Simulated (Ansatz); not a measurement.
Saddle point of Si2H7OF, closed shell (Si₂H₅F ([F][SiH2][SiH3]) + H₂O → Si₂H₆O ([OH][SiH2][SiH3]) + HF; bonds formed: Si1–O7, F2–H6; bonds broken: Si1–F2, H6–O7), PBE0-D4/def2-TZVP structure:

```
11
angstrom
Si -0.3600 -0.2259 -0.6187
F 1.1267 1.0814 -0.8227
H 0.0076 -0.7182 -1.9680
H -1.7617 -0.7687 -0.4731
Si 0.7421 -0.9797 1.2941
H 0.0283 1.7720 -0.8006
O -0.9965 1.5019 -0.5780
H 0.5167 0.0181 2.3769
H 0.1713 -2.2822 1.7366
H 2.2018 -1.1325 1.0715
H -1.6763 1.7336 -1.2180
```

Energies are electronic, without zero-point energy. Barriers and step energies count from the start structure reached by relaxing down the imaginary mode; all methods use the PBE0-D4 structures, on which another method's saddle can fall below an end. Ansatz 0.2.0; basis: def2-TZVPP, with def2-QZVPP for the basis limit; cores frozen in the correlated methods. B3LYP uses VWN-RPA correlation. Extrapolation: Hartree–Fock as exp(−7.88 √X), correlation as X^−2.97.

| method | barrier (kJ/mol) | step energy (kJ/mol) |
| --- | --- | --- |
| SPW92 | 70.9 | 12.2 |
| PBE-D4 | 103.6 | 20.2 |
| BLYP-D4 | 119.6 | 23.5 |
| r2SCAN-D4 | 115.0 | 25.1 |
| B97M-V | 130.2 | 30.9 |
| PBE0-D4 | ? | 20.0 |
| B3LYP-D4 | 127.1 | 23.0 |
| r2SCAN0-D4 | 122.8 | 23.5 |
| BHLYP-D4 | 141.2 | 24.6 |
| CAM-B3LYP-D4 | 124.1 | 22.5 |
| wB97X-V | 124.9 | 25.0 |
| wB97M-V | ? | 26.4 |
| B2PLYP | 128.6 | 22.7 |
| PBE-QIDH | 123.5 | 20.2 |
| RPA on PBE | 130.4 | 25.1 |
| HF | 180.9 | 29.9 |
| MP2 | ? | 20.8 |
| CCSD | 139.3 | 23.8 |
| CCSD(T) | 130.8 | 22.8 |

**Question.** Fill in the withheld barriers. (An estimate is asked for; the value comes from the calculation.)

**Answer.** Computed: PBE0-D4 116.0; MP2 125.9; wB97M-V 121.8 kJ/mol. Each is the energy of the saddle less that of the start structure, by the same method.

For comparison, the barrier by CCSD(T) at an estimated basis limit (MP2 extrapolated from triple and quadruple zeta, plus CCSD(T) − MP2 in triple zeta) is 130.4 kJ/mol.

T1 diagnostic: at most 0.013.

The step is the kind of ligand exchange by which a precursor binds to a hydroxyl group, or is hydrolysed, in atomic layer deposition of oxides.

Labels in which every atom is bracketed show which atoms are joined, not bond orders.

For scale, one of the runs: CCSD(T)/def2-TZVPP, 244 basis functions, launched by `ansatz run in.yaml --threads 4 --pin off --events-out ev --progress --plain --max-ram 9574MiB`. Hardware: 4 CPU threads of an Arm Neoverse V2, shared host. Wall time 96 s; peak host memory 4.7 GiB.
